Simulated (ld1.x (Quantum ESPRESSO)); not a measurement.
## Transferability test, TM potential for Pd

palladium (Pd), norm-conserving Troullier–Martins (Kleinman–Bylander form), made with ld1.x (Quantum ESPRESSO) 7.5 (PBE, scalar-relativistic). Core [Kr], reference 4d8.5 5s0 5p0 (charge +1.5). Waves: 5p (bound, empty): rc 2.40 bohr; 4d (bound): rc 2.00 bohr; 5s (bound, empty): rc 2.05 bohr. Local part: the s channel. Core correction: Bessel-smoothed model core, default radius (core density twice the valence density).

Energies are relative to the spin-unpolarised reference configuration 4d8.5 5s0 5p0; without spin polarisation the order of configurations can differ from experiment. The frozen-core shift is the all-electron ΔE with the core orbitals held at their reference shape minus the fully relaxed ΔE.

```json
{"valence configuration": "4d10 5s0 5p0", "charge": "0", "ΔE all-electron (eV)": "-17.934", "error AE − PS (meV)": "-183", "frozen-core shift (meV)": "+61"}
{"valence configuration": "4d9 5s0 5p0", "charge": "+1", "ΔE all-electron (eV)": "-8.819", "error AE − PS (meV)": "-31", "frozen-core shift (meV)": "+13"}
{"valence configuration": "4d8 5s0 5p0", "charge": "+2", "ΔE all-electron (eV)": "11.999", "error AE − PS (meV)": "-44", "frozen-core shift (meV)": "+19"}
{"valence configuration": "4d9 5s0 5p1", "charge": "0", "ΔE all-electron (eV)": "-12.696", "error AE − PS (meV)": "-18", "frozen-core shift (meV)": "+9.4"}
{"valence configuration": "4d9 5s1 5p0", "charge": "0", "ΔE all-electron (eV)": "-16.434", "error AE − PS (meV)": "-22", "frozen-core shift (meV)": "+8.6"}
```

What are ΔE and the potential's error for 4d6 5s0 5p0?

ΔE = 95.705 eV all-electron; the error (AE − PS) is -1479 meV.

What are ΔE and the potential's error for 4d7 5s0 5p0?

ΔE = 46.359 eV all-electron; the error (AE − PS) is -470 meV.

Levels in the configuration 4d6 5s0 5p0:

```
level  all-electron (eV)  pseudo (eV)
   4d            -57.265      -58.586
```
